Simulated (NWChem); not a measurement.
MgSiH3Br; SMILES [SiH3][Mg][Br]

Program: NWChem. Pople sets run with spherical d functions. The geometry was optimised at PBE-D3(BJ)/def2-SVP. Ions are spin-unrestricted doublets at the neutral geometry; other ion states weren't tried.

```
level             −ε(HOMO) (eV)
----------------  -------------
B3LYP/6-31G*               7.26
PBE/6-31G*                 6.47
LRC-wPBEh/6-31G*           9.26
r2SCAN/6-31G*              6.68
```
